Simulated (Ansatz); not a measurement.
Two isomers of C2H8BNSi: A = `BN([SiH3])C=C`, B = `C=NBC[SiH3]`.

Gas-phase electronic energies from Ansatz, PBE0-D4/def2-TZVP geometries. CCSD(T)/CBS adds triple-zeta CCSD(T) − MP2 to the extrapolated MP2 energy (def2 sets, frozen cores). Functionals use def2-TZVPP. B3LYP here is the variant with VWN-RPA as its local correlation; programs differ in this. Each species was taken in one conformer, which may not be the lowest.

Which is lower in electronic energy at CCSD(T)/CBS, and by how much? (Estimate.)

The calculation gave: A, by 34.2 kJ/mol.

Give E(B) − E(A) in kJ/mol with B2PLYP, CCSD(T)/def2-SVP, LDA (SPW92), B3LYP, ωB97M-V, r2SCAN-D4, BLYP-D4. (Best estimate.)

Ansatz gave: B2PLYP 26.5, CCSD(T)/def2-SVP 19.3, LDA (SPW92) 18.4, B3LYP 18.2, ωB97M-V 27.4, r2SCAN-D4 17.2, BLYP-D4 18.4. None reverses the order clearly.

Does the order hold for the free energy at 298.15 K (harmonic terms from PBE0-D4)? (Best estimate.)

The calculation gave: Yes: G(B) − G(A) = +26.2 kJ/mol, for one conformer each. Modes under 60 cm⁻¹, often nearly free rotors, make the harmonic entropy too high.

Largest T1 diagnostic: 0.014.

At CCSD(T), def2-SVP lies −14.9 kJ/mol from the extrapolated value and def2-TZVPP −2.1 kJ/mol. From PBE to PBE0 (25 % exact exchange), in def2-TZVPP and without D4, E(B) − E(A) moves by +10.1 kJ/mol.
